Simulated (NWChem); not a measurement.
System: C₅H₅ cation

NWChem input:

```
start job
memory heap 200 mb stack 900 mb global 1100 mb
charge 1
geometry units angstroms noautosym nocenter noautoz
  C      0.962572     0.143999     0.000000
  C      0.488755     1.338563     0.000000
  C     -0.913951     0.583760     0.000000
  C     -0.731725    -0.937761     0.000000
  C      0.600519    -1.222946     0.000000
  H      0.666932     2.417272     0.000000
  H     -1.432296     0.917322     0.927390
  H     -1.432296     0.917322    -0.927390
  H     -1.586173    -1.633072     0.000000
  H      1.203373    -2.138286     0.000000
end
basis spherical
  * library 6-31g*
end
dft
  xc hfexch
  iterations 150
  mulliken
end
task dft energy
esp
  recalculate
  probe 0.07
  range 0.3
  factor 1.0
  spacing 0.02
end
task esp
```

Parts of the log:

```
             Northwest Computational Chemistry Package (NWChem) 7.3.0
             --------------------------------------------------------

                             Geometry "geometry" -> ""
                             -------------------------

 Output coordinates in angstroms (scale by  1.889725989 to convert to a.u.)

  No.       Tag          Charge          X              Y              Z
 ---- ---------------- ---------- -------------- -------------- --------------
    1 C                    6.0000     0.96257200     0.14399900     0.00000000
    2 C                    6.0000     0.48875500     1.33856300     0.00000000
    3 C                    6.0000    -0.91395100     0.58376000     0.00000000
    4 C                    6.0000    -0.73172500    -0.93776100     0.00000000
    5 C                    6.0000     0.60051900    -1.22294600     0.00000000
    6 H                    1.0000     0.66693200     2.41727200     0.00000000
    7 H                    1.0000    -1.43229600     0.91732200     0.92739000
    8 H                    1.0000    -1.43229600     0.91732200    -0.92739000
    9 H                    1.0000    -1.58617300    -1.63307200     0.00000000
   10 H                    1.0000     1.20337300    -2.13828600     0.00000000

 Effective nuclear repulsion energy (a.u.)     149.0077651992

  xc_inp: hfexch multiplicative factor not found.

                                 NWChem DFT Module
                                 -----------------

 Summary of "ao basis" -> "ao basis" (spherical)
 ------------------------------------------------------------------------------
       Tag                 Description            Shells   Functions and Types
 ---------------- ------------------------------  ------  ---------------------
 C                           6-31g*                  6       14   3s2p1d
 H                           6-31g*                  2        2   2s

            General Information
            -------------------
          SCF calculation type: DFT
          Wavefunction type:  closed shell.
          No. of atoms     :    10
          No. of electrons :    34
           Alpha electrons :    17
            Beta electrons :    17
          Charge           :     1
          Spin multiplicity:     1
          Use of symmetry is: off; symmetry adaption is: off
          Maximum number of iterations: 150
          AO basis - number of functions:    80
                     number of shells:    40
          Convergence on energy requested:  1.00D-06
          Convergence on density requested:  1.00D-05
          Convergence on gradient requested:  5.00D-04

              XC Information
              --------------
                     Hartree-Fock (Exact) Exchange  1.000

      Superposition of Atomic Density Guess
      -------------------------------------

 Sum of atomic energies:        -190.79243344

 Renormalizing density from      35.00 to     34

      Non-variational initial energy
      ------------------------------

 Total energy =    -190.066623
 1-e energy   =    -534.459340
 2-e energy   =     195.384952
 HOMO         =      -0.561852
 LUMO         =      -0.366205

     ---------------------------------------------
      Total Density - Mulliken Population Analysis
     ---------------------------------------------

    Atom       Charge   Shell Charges
 -----------   ------   -------------------------------------------------------
    1 C    6     5.67   2.00  0.81  1.67  0.56  0.57  0.06
    2 C    6     6.22   2.00  0.78  2.02  0.62  0.77  0.04
    3 C    6     6.56   2.00  0.75  2.05  0.69  1.04  0.04
    4 C    6     6.28   2.00  0.78  2.00  0.60  0.86  0.04
    5 C    6     6.21   2.00  0.78  2.06  0.56  0.76  0.04
    6 H    1     0.59   0.39  0.20
    7 H    1     0.61   0.42  0.19
    8 H    1     0.61   0.42  0.19
    9 H    1     0.62   0.42  0.20
   10 H    1     0.62   0.41  0.21

[...]

                     NWChem Electrostatic Potential Fit Module
                     -----------------------------------------

 Atom parameters

 Number of atoms is                                   10
 Number of basis functions is                         80

 Grid parameters

 Maximum number of grid points is                  38832
 Number of grid points is                          38831
 Grid range                                     0.300000 nm
 Grid spacing                                   0.020000 nm
 Probe radius                                   0.070000 nm
 Atom radius factor                             1.000000

 Atomic radii

    1    0.100000
    6    0.147000
 FASTESP  F
  using M.O. file = ./job.movecs

    Atom              Coordinates                           Charge

                                                  ESP

    1 C     0.096257    0.014400    0.000000    0.554521
    2 C     0.048876    0.133856    0.000000   -0.397369
    3 C    -0.091395    0.058376    0.000000    0.102765
    4 C    -0.073173   -0.093776    0.000000   -0.125142
    5 C     0.060052   -0.122295    0.000000   -0.272815
    6 H     0.066693    0.241727    0.000000    0.348966
    7 H    -0.143230    0.091732    0.092739    0.134875
    8 H    -0.143230    0.091732   -0.092739    0.134900
    9 H    -0.158617   -0.163307    0.000000    0.229469
   10 H     0.120337   -0.213829    0.000000    0.289831
                                            ------------
                                                1.000000

 Dipole moment                                  0.388566

 Quadrupole moment Qxx                          3.370066
                   Qyy                         13.123847
                   Qzz                        -16.493914

 RMS deviation kJ/mol                           0.063237

 RRMS %                                         3.125201
```

Level: Hartree-Fock/6-31G* (spherical d). Structure relaxed at the PBE-D3(BJ)/def2-SVP level.
